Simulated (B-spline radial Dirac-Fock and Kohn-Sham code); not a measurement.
Pt⁺ 5d5/2: cross section and angular parameters

System: Pt⁺ in the configuration [Xe] 4f14 5d9; threshold 17.78 eV (orbital energy of the model). Level of theory: Dirac-Hartree-Slater photoionisation with a Latter tail; cross sections with all multipoles, angular parameters from the dipole term and its interference with E2; a radial B-spline solver.

| hν (eV) | σ (kb) | β | γ | δ |
| --- | --- | --- | --- | --- |
| 50.4 | 9650 | 0.893 | 0.006 | 0.009 |
| 66 | 3950 | 1.254 | 0.028 | 0.014 |
| 73.6 | 2640 | 1.404 | 0.049 | 0.015 |
| 76.3 | 2300 | 1.454 | 0.058 | 0.016 |
| 80 | 1910 | 1.520 | 0.072 | 0.017 |
| 100 | 746 | 1.823 | 0.174 | 0.015 |
| 103 | 654 | 1.859 | 0.192 | 0.014 |
| 150 | 111 | 1.700 | 0.428 | -0.025 |
| 167 | 71.7 | 1.138 | 0.377 | -0.032 |
| 300 | 49.8 | -0.211 | 0.009 | 0.065 |
| 866 | 27.9 | 1.148 | 0.072 | 0.001 |
| 974 | ? | ? | ? | ? |
| 1000 | 22.8 | 1.220 | 0.024 | 0.000 |
| 1130 | 18.9 | 1.269 | -0.009 | 0.001 |
| 1253.6 | 16.0 | 1.303 | -0.028 | 0.003 |
| 1640 | 9.83 | 1.362 | -0.035 | 0.009 |
| 1870 | 7.59 | 1.378 | -0.013 | 0.014 |
| 2250 | 5.14 | 1.387 | 0.049 | 0.021 |
| 2984.4 | 2.69 | 1.375 | 0.208 | 0.035 |
| 3070 | 2.51 | 1.372 | 0.228 | 0.037 |
| 3390 | 1.97 | 1.360 | 0.304 | 0.043 |
| 3530 | 1.78 | 1.354 | 0.337 | 0.045 |
| 3590 | 1.70 | 1.352 | 0.351 | 0.046 |
| 3960 | 1.32 | 1.335 | 0.438 | 0.054 |
| 6360 | 0.355 | 1.217 | 0.929 | 0.102 |
| 7120 | 0.254 | 1.182 | 1.056 | 0.118 |
| 10800 | 0.0693 | 1.036 | 1.546 | 0.195 |
| 12000 | 0.0491 | 0.996 | 1.670 | 0.220 |
| 13000 | 0.0376 | 0.965 | 1.764 | 0.241 |

Task: Give the values at 974 eV.

Result: σ = 23.7 kb, β = 1.208, γ = 0.032, δ = 0.000.

Values without a named source are computed, but for edge energies of neutral atoms, which are taken from tables.
